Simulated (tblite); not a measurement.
Species: C4H10N2SeSi2.
SMILES with atom numbers: `[CH2:1]=[CH:2][CH2:3][Si@:4]([NH2:5])([SeH:6])[SiH2:7][C:8]#[N:9]` (hydrogens: H10, H11 on C1; H12 on C2; H13, H14 on C3; H15, H16 on N5; H17 on Se6; H18, H19 on Si7)

Computed with GFN2-xTB (tblite), gas phase: L-BFGS steps from a force-field or distance-geometry start until the largest atomic force falls under 0.01 eV/Å.

Step 51: E = -709.6840 eV
```
atom  x, y, z in Å  |  force x, y, z in eV/Å
C1      2.9300    0.1902   -0.9326    0.026  -0.049   0.042
C2      1.6312    0.1901   -1.1817   -0.023  -0.043   0.025
C3      0.6374    0.9221   -0.3588    0.008  -0.013  -0.010
Si4    -0.3289   -0.2137    0.8644   -0.004  -0.017   0.013
N5     -0.6312    0.7619    2.2513   -0.008   0.000  -0.003
Se6     1.0253   -1.8950    1.7465   -0.054   0.032   0.016
Si7    -2.1885   -1.0935   -0.2660    0.000  -0.063   0.004
C8     -3.3446    0.3701   -0.3454   -0.034   0.004  -0.010
N9     -4.0185    1.2974   -0.3704    0.018   0.001   0.009
H10     3.3380    0.7750   -0.1239    0.026  -0.024  -0.003
H11     3.6346   -0.3807   -1.5135   -0.024   0.032  -0.033
H12     1.2287   -0.3945   -2.0013    0.019  -0.004   0.030
H13    -0.1027    1.3912   -1.0068    0.008   0.069   0.012
H14     1.1309    1.6974    0.2259    0.011   0.015  -0.031
H15    -1.2315    1.5667    2.1784   -0.009  -0.002   0.024
H16    -0.7115    0.3348    3.1605   -0.016   0.009  -0.005
H17     1.9133   -1.9272    0.6333    0.060   0.046  -0.078
H18    -1.9506   -1.4348   -1.6744   -0.013  -0.014   0.017
H19    -2.9712   -2.1479    0.3868    0.010   0.020  -0.020
```

Step 52: E = -709.6852 eV
```
atom  x, y, z in Å  |  force x, y, z in eV/Å
C1      2.9199    0.1771   -0.9297   -0.004  -0.060   0.061
C2      1.6213    0.1913   -1.1833    0.013  -0.010  -0.015
C3      0.6293    0.9220   -0.3580    0.003  -0.007  -0.011
Si4    -0.3290   -0.2168    0.8683   -0.007  -0.043   0.008
N5     -0.6312    0.7614    2.2528   -0.003  -0.004   0.000
Se6     1.0317   -1.8948    1.7477   -0.028   0.036  -0.028
Si7    -2.1847   -1.0972   -0.2711   -0.003  -0.034   0.017
C8     -3.3362    0.3722   -0.3465   -0.031  -0.001  -0.016
N9     -4.0044    1.3039   -0.3704    0.032  -0.021   0.012
H10     3.3349    0.7449   -0.1113   -0.001  -0.037  -0.024
H11     3.6169   -0.3963   -1.5165   -0.001   0.036  -0.039
H12     1.2208   -0.3736   -2.0186    0.018  -0.008   0.066
H13    -0.1174    1.3863   -1.0021    0.024   0.072   0.011
H14     1.1217    1.7003    0.2240    0.009   0.003  -0.034
H15    -1.2347    1.5631    2.1747   -0.015   0.004   0.044
H16    -0.7035    0.3397    3.1653   -0.025   0.019  -0.015
H17     1.9441   -1.8913    0.6501    0.030   0.048  -0.040
H18    -1.9389   -1.4303   -1.6806   -0.021  -0.015   0.029
H19    -2.9704   -2.1522    0.3775    0.011   0.023  -0.028
```

Step 53: E = -709.6858 eV
```
atom  x, y, z in Å  |  force x, y, z in eV/Å
C1      2.9238    0.1755   -0.9281    0.060  -0.118   0.019
C2      1.6247    0.1884   -1.1700   -0.040   0.090  -0.030
C3      0.6308    0.9234   -0.3521    0.013   0.005   0.009
Si4    -0.3329   -0.2152    0.8684   -0.020  -0.074   0.001
N5     -0.6362    0.7608    2.2531    0.011   0.007  -0.030
Se6     1.0326   -1.8953    1.7347   -0.080   0.033   0.038
Si7    -2.1874   -1.1014   -0.2741   -0.001   0.042   0.040
C8     -3.3399    0.3704   -0.3464    0.008  -0.044  -0.022
N9     -4.0043    1.3049   -0.3683    0.026  -0.019   0.013
H10     3.3526    0.7412   -0.1204    0.030   0.026   0.079
H11     3.6083   -0.4052   -1.5220    0.028   0.034  -0.041
H12     1.2302   -0.3717   -2.0061   -0.069  -0.096  -0.017
H13    -0.1139    1.3860   -0.9992    0.024   0.072  -0.012
H14     1.1194    1.7052    0.2286    0.017  -0.011  -0.025
H15    -1.2388    1.5624    2.1696   -0.028   0.017   0.064
H16    -0.7070    0.3420    3.1660   -0.035   0.010   0.012
H17     1.9369   -1.8720    0.6367    0.088   0.042  -0.095
H18    -1.9409   -1.4378   -1.6820   -0.025  -0.016   0.021
H19    -2.9679   -2.1524    0.3838   -0.005   0.002  -0.025
```

Step 54: E = -709.6874 eV
```
atom  x, y, z in Å  |  force x, y, z in eV/Å
C1      2.9197    0.1687   -0.9261   -0.017  -0.074   0.032
C2      1.6202    0.1897   -1.1745    0.029   0.060  -0.035
C3      0.6269    0.9223   -0.3536    0.001   0.009  -0.002
Si4    -0.3338   -0.2180    0.8700   -0.012  -0.037  -0.007
N5     -0.6351    0.7603    2.2539    0.000   0.004  -0.016
Se6     1.0347   -1.8900    1.7417   -0.007   0.018  -0.038
Si7    -2.1866   -1.1031   -0.2755    0.001   0.041   0.029
C8     -3.3366    0.3705   -0.3478    0.000  -0.028  -0.018
N9     -3.9975    1.3076   -0.3680    0.031  -0.032   0.011
H10     3.3489    0.7285   -0.1117   -0.005  -0.015   0.024
H11     3.6040   -0.4070   -1.5246    0.033   0.026  -0.036
H12     1.2252   -0.3641   -2.0173   -0.036  -0.059   0.034
H13    -0.1196    1.3857   -0.9992    0.033   0.057   0.001
H14     1.1160    1.7048    0.2257    0.015  -0.018  -0.019
H15    -1.2374    1.5627    2.1734   -0.022   0.006   0.057
H16    -0.7021    0.3422    3.1680   -0.034   0.017  -0.004
H17     1.9521   -1.8608    0.6467    0.020   0.044  -0.019
H18    -1.9374   -1.4355   -1.6842   -0.024  -0.016   0.026
H19    -2.9713   -2.1551    0.3753   -0.006  -0.002  -0.020
```

Q: Estimate the geometry and energy of step 55. (The exact step hangs on the optimiser's Hessian estimate; all steps are aligned on step 54, rigid shifts and turns removed.)

A: E = -709.6885 eV, largest force 0.072 eV/Å
```
atom  x, y, z in Å  |  force x, y, z in eV/Å
C1      2.9220    0.1679   -0.9248   -0.047  -0.032   0.023
C2      1.6220    0.1896   -1.1743    0.052   0.032  -0.025
C3      0.6278    0.9219   -0.3539   -0.004   0.010  -0.009
Si4    -0.3359   -0.2186    0.8691   -0.004   0.011  -0.013
N5     -0.6358    0.7600    2.2538   -0.010   0.004  -0.002
Se6     1.0336   -1.8851    1.7432    0.032  -0.002  -0.064
Si7    -2.1888   -1.1035   -0.2747    0.006   0.029   0.015
C8     -3.3394    0.3685   -0.3488    0.001  -0.017  -0.011
N9     -3.9982    1.3070   -0.3670    0.022  -0.026   0.008
H10     3.3517    0.7312   -0.1120   -0.017  -0.033   0.007
H11     3.6070   -0.4023   -1.5276    0.033   0.011  -0.024
H12     1.2269   -0.3685   -2.0148   -0.028  -0.042   0.041
H13    -0.1157    1.3888   -1.0009    0.031   0.039   0.007
H14     1.1178    1.7041    0.2249    0.016  -0.019  -0.004
H15    -1.2359    1.5647    2.1784   -0.016  -0.002   0.039
H16    -0.7034    0.3408    3.1676   -0.027   0.013  -0.012
H17     1.9491   -1.8638    0.6430   -0.009   0.045   0.014
H18    -1.9408   -1.4381   -1.6830   -0.020  -0.014   0.023
H19    -2.9740   -2.1556    0.3741   -0.010  -0.009  -0.011
```

The energy changes by -0.0011 eV. The first-order estimate −F·Δx gives -0.0015 eV and the mean of the old and new forces, exact on a quadratic surface, -0.0011 eV. The step makes an angle of 65° with the force vector and moves no atom by more than 0.006 Å.

What follows is the cost of the whole relaxation. Time: 3.0 s of wall time. Hardware: one thread of an Arm Neoverse N1, on a shared host.
